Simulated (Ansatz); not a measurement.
The same substitution along the group F, Cl, Br, I.

Program: Ansatz. Geometries: PBE0-D4/def2-TZVP. ΔE: electronic, gas phase. CCSD(T)/CBS is the MP2 limit (def2-TZVPP, def2-QZVPP) plus CCSD(T) − MP2 in def2-TZVPP, frozen cores. This one scheme is used for every species. Functionals use def2-TZVPP. Elements past krypton have def2 core potentials. For Br, I outer-core shells are correlated without core-valence functions, which leaves a few kJ/mol of doubt a bond. Scalar relativity is left out up to krypton. One conformer a species, not always the lowest.

```tsv
reaction	CCSD(T)/CBS(def2) (kcal/mol)
`F[SiH2]C[SiH3]` + `C=CS` → `C=CSC[SiH3]` + `F[SiH3]`	14.6
`[SiH3]C[SiH2]Cl` + `C=CS` → `C=CSC[SiH3]` + `[SiH3]Cl`	14.6
`[SiH3]C[SiH2]Br` + `C=CS` → `C=CSC[SiH3]` + `[SiH3]Br`	14.7
`[SiH3]C[SiH2]I` + `C=CS` → `C=CSC[SiH3]` + `[SiH3]I`	?
```

Question: Fill in the missing values. (An estimate is asked.)

Answer: The calculation gave: `[SiH3]C[SiH2]I` + `C=CS` → `C=CSC[SiH3]` + `[SiH3]I`: +14.7 kcal/mol.

Largest T1 diagnostic: 0.012, for `C=CSC[SiH3]`.
